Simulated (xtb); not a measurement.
ketene (C₂H₂O), singlet, at a GFN2-xTB geometry. Base run: xtb with GFN0-xTB.

xtb was given this input:
```
$ xtb mol.xyz --gfn 0 --json

# file mol.xyz
5

C     -0.01148162     0.02136311    -1.19190098
C      0.00092956    -0.00172957     0.09649676
H      0.00249612     0.94826436    -1.73006124
H     -0.03614064    -0.88566416    -1.76255958
O      0.01211961    -0.02255018     1.25813077
```

The base run was repeated with changes; each row names its change, and settings that it needs were set with it.

```tsv
change	ΔE vs base (mEh)	HOMO-LUMO gap (eV)
base	0.000	3.81
acc = 30	0.000	3.81
etemp = 10000	-14.962	3.81
```
